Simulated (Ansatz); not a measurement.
One change: `[SiH3]N([SiH3])[Si]Cl` becomes `[OH][Mg][N]([SiH3])[SiH3]`.

Ansatz, PBE0-D4/def2-TZVP geometries, multiplicity 1. Each molecule was computed in one conformer, which needn't be the lowest.

```
                                          property  `[SiH3]N([SiH3])[Si]Cl`
             LUMO energy (ωB97M-V/def2-TZVPP) / eV                    -0.08
    size of the dipole moment (PBE/def2-TZVPP) / D                     1.47
                HOMO energy (PBE0/def2-TZVPP) / eV                    -7.25
                 HOMO energy (PBE/def2-TZVPP) / eV                    -6.18
               HOMO energy (B3LYP/def2-TZVPP) / eV                    -7.06
size of the dipole moment (ωB97M-V/def2-TZVPP) / D                     1.52
```

**Question.** Give the same properties after the change, and the shifts. (Best estimate.)

**Answer.** Computed: 
```csv
property,`[OH][Mg][N]([SiH3])[SiH3]`,shift
LUMO energy (ωB97M-V/def2-TZVPP) / eV,-0.02,0.06
size of the dipole moment (PBE/def2-TZVPP) / D,1.29,-0.18
HOMO energy (PBE0/def2-TZVPP) / eV,-7.36,-0.11
HOMO energy (PBE/def2-TZVPP) / eV,-6.11,0.07
HOMO energy (B3LYP/def2-TZVPP) / eV,-7.14,-0.08
size of the dipole moment (ωB97M-V/def2-TZVPP) / D,1.28,-0.24
```

With PBE0 the HOMO falls by 0.11 eV and the LUMO rises by 0.65 eV, so the gap widens by about 0.76 eV. PBE moves the HOMO by 0.07 eV and ωB97M-V by -0.27 eV. Dipoles are sizes alone; their direction can turn.

B3LYP here is the variant with VWN-RPA as its local correlation; programs differ in this.
